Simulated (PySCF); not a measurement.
Input of a run (PBE0-D3(BJ)/def2-SVP geometry optimisation, gas phase (PySCF 2.14.0)), started from a GFN2-xTB structure with every atom displaced at random (by about 0.01 Å):
```
{"job": {"xc": "PBE0", "basis": "def2-SVP", "d3": "d3bj", "grid": 1, "shake": 0.01, "kind": "geom"}, "charge": 0, "multiplicity": 1}
C      1.684250     1.907370    -0.334770
C      1.346970     0.471470    -0.276020
C      0.158910    -0.146150    -0.045250
C     -1.129420     0.466530     0.231660
C     -1.681090     0.059000     1.610970
C     -2.182120     0.069120    -0.841760
C      0.405450    -1.632470    -0.078000
C      1.868980    -1.744920    -0.377710
C      2.381750    -0.523000    -0.461980
H      0.779590     2.539680    -0.150380
H      2.057810     2.182140    -1.310980
H      2.424200     2.187720     0.412130
H     -1.087270     1.564380     0.203830
H     -0.966610     0.327790     2.393760
H     -1.870220    -1.015420     1.668010
H     -2.610450     0.598080     1.847510
H     -1.806540     0.336990    -1.830320
H     -2.375670    -1.000510    -0.803820
H     -3.124230     0.572430    -0.673070
H      0.115710    -2.099690     0.875150
H     -0.223500    -2.107790    -0.862100
H      2.363160    -2.715390    -0.482760
H      3.418000    -0.273820    -0.711280
```

Output (energies in Eh, forces in Eh/bohr):
```
step   0  E = -350.70159095  max force = 0.046356
step   1  E = -350.70746501  max force = 0.005601
step   2  E = -350.70759783  max force = 0.001695
step   3  E = -350.70761019  max force = 0.001092
step   4  E = -350.70762300  max force = 0.000807
step   5  E = -350.70762829  max force = 0.000450
step   6  E = -350.70763381  max force = 0.000233
optimisation converged
```

Summarise the run.

The energy falls by 15.9 kJ/mol over 7 energy and gradient evaluations, the largest force component goes from 0.0464 to 2.3e-04 Eh/bohr, and the atoms move by 0.067 Å rms after alignment. The bond that changes most is C3–C4 (fully substituted alkene carbon to allylic carbon), which lengthens by 0.048 Å. Bonds longer at the end by more than 0.005 Å: 12 of 23; shorter: 4. Among the angles that change most is C3–C4–H13, from 112.5° to 107.3°. The energy never rose by more than 1e-6 Eh on the way. The first step brought 97 % of the lowering.

What are the final bond lengths?

C1–C2 1.492 Å, C2=C3 1.360 Å, C3–C4 1.501 Å, C4–C5 1.531 Å, C4–C6 1.530 Å, C3–C7 1.504 Å, C7–C8 1.494 Å, C8=C9 1.347 Å, C2–C9 1.469 Å, C1–H10 1.098 Å, C1–H11 1.103 Å, C1–H12 1.103 Å, C4–H13 1.103 Å, C5–H14 1.100 Å, C5–H15 1.102 Å, C5–H16 1.102 Å, C6–H17 1.100 Å, C6–H18 1.102 Å, C6–H19 1.102 Å, C7–H20 1.106 Å, C7–H21 1.106 Å, C8–H22 1.091 Å, C9–H23 1.092 Å. Numbering counts from 1 in the input's order; the species is `CC1=C(C(C)C)CC=C1`.

The run used 196 basis functions and 45 SCF cycles in all.

No PBE0-D3(BJ)/def2-SVP frequencies stand behind this structure, so it isn't proved a minimum. One conformer, not necessarily the lowest.

The values belong to the conformer `[CH3:1][C:2]1=[C:3]([CH:4]([CH3:5])[CH3:6])[CH2:7][CH:8]=[CH:9]1`: C2–C3–C4–C5 -113°.
